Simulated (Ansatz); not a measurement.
Two isomers of C2H6OSSi: A = `[SiH3]O/C=C\S`, B = `C=C(O)S[SiH3]`.

Calculated with Ansatz (gas phase, PBE0-D4/def2-TZVP geometries, no zero-point term in ΔE). CCSD(T)/CBS adds triple-zeta CCSD(T) − MP2 to the extrapolated MP2 energy (def2 sets, frozen cores). Functionals use def2-TZVPP. B3LYP here is the variant with VWN-RPA as its local correlation; programs differ in this. One conformer a species, not always the lowest.

A:

Z-matrix (Å, degrees):
```
Si
O 1 1.656
H 1 1.478 2 105.5
H 1 1.486 2 110.3 3 -119.9
H 1 1.486 2 110.3 3 119.9
C 2 1.358 1 124.5 3 -179.7
C 6 1.329 2 122.0 1 -179.1
H 6 1.087 2 117.2 1 1.0
S 7 1.742 6 126.4 2 0.0
H 7 1.082 6 119.0 2 -179.9
H 9 1.343 7 95.9 6 -0.0
```

B:

Z-matrix (Å, degrees):
```
Si
S 1 2.142
H 1 1.484 2 109.9
H 1 1.483 2 110.7 3 -121.5
H 1 1.485 2 105.8 3 119.3
C 2 1.784 1 96.1 3 51.1
O 6 1.352 2 115.0 1 -103.9
C 6 1.328 2 123.2 1 77.2
H 7 0.962 6 108.5 2 4.9
H 8 1.083 6 120.1 2 -179.8
H 8 1.079 6 120.5 2 0.9
```

**Question.** Which is lower in electronic energy at CCSD(T)/CBS, and by how much? (Best estimate.)

**Answer.** Ansatz gave: A, by 5.8 kcal/mol.

**Question.** Give E(B) − E(A) in kcal/mol with B2PLYP, CCSD(T)/def2-TZVPP, r2SCAN-D4, B3LYP, HF/def2-TZVPP, CCSD/def2-TZVPP, MP2/def2-TZVPP. (Best estimate.)

**Answer.** Computed: B2PLYP 7.4, CCSD(T)/def2-TZVPP 6.4, r2SCAN-D4 4.8, B3LYP 7.8, HF/def2-TZVPP 10.6, CCSD/def2-TZVPP 7.4, MP2/def2-TZVPP 5.8. None reverses the order clearly.

Largest T1 diagnostic: 0.013.

The D4 term adds −1.1 kcal/mol with B3LYP and −0.5 kcal/mol with PBE0; it sums over pairs of atoms, weighted by their polarisabilities, and B3LYP, whose exchange is more repulsive, gets the larger term. In def2-TZVPP, CCSD(T) changes the Hartree–Fock value by −4.2 kcal/mol (the triples alone add −1.0 kcal/mol) and MP2 by −4.9 kcal/mol.
